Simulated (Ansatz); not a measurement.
Total energies of CH3FIOSi (`CO[Si](F)I`) radical.

Z-matrix (Å, degrees):
```
C
O 1 1.420
H 1 1.093 2 110.3
H 1 1.090 2 107.7 3 -119.1
H 1 1.093 2 111.0 3 121.3
Si 2 1.615 1 128.0 3 -67.6
I 6 2.460 2 111.7 1 69.8
F 6 1.599 2 109.1 1 -48.1
```

The species carries charge 0 and has multiplicity 2. Correlated methods include outer-core shells of I, which these sets cover unevenly. I: def2 effective core potential. All single points use the PBE0-D4/def2-TZVP geometry. It is one conformer, not always the lowest. Basis def2-TZVPP, Ansatz 0.2.0.

RPA on PBE orbitals: Hartree–Fock energy of these orbitals -799.66191 Eh, correlation -1.79739 Eh (frozen core).

```
functional  energy without D4 (Eh)  D4 term (kJ/mol)
    revPBE              -802.28470             -56.5
  PBE-QIDH              -801.78417                 –
```

Problem. Give the same for LDA (SPW92), PBE, BLYP, r2SCAN, B97M-V, PBE0, B3LYP, r2SCANh, r2SCAN0, HSE06 (plane-wave form), BHLYP, CAM-B3LYP, LC-ωPBE, ωB97X-V, ωB97M-V, B2PLYP. (Best estimate.)

Solution. Ansatz gave: 
| functional | energy without D4 (Eh) | D4 term (kJ/mol) |
| --- | --- | --- |
| LDA (SPW92) | -799.26915 | – |
| PBE | -801.99137 | -20.9 |
| BLYP | -802.28498 | -45.0 |
| r2SCAN | -802.37333 | -4.9 |
| B97M-V | -802.22899 | – |
| PBE0 | -802.04854 | -17.9 |
| B3LYP | -802.49633 | -34.1 |
| r2SCANh | -802.34972 | -5.3 |
| r2SCAN0 | -802.31558 | -5.9 |
| HSE06 (plane-wave form) | -802.03105 | -16.9 |
| BHLYP | -802.23705 | -29.1 |
| CAM-B3LYP | -802.32369 | -18.5 |
| LC-ωPBE | -802.19873 | – |
| ωB97X-V | -802.24711 | – |
| ωB97M-V | -802.27668 | – |
| B2PLYP | -801.95830 | – |

B3LYP takes the VWN-RPA correlation (the form of Gaussian; ORCA's B3LYP/G). HSE06 is the plane-wave form, built on full-range PBE exchange. The double hybrids freeze the cores in their second-order part.

LC-ωPBE has ω = 0.4 bohr⁻¹.
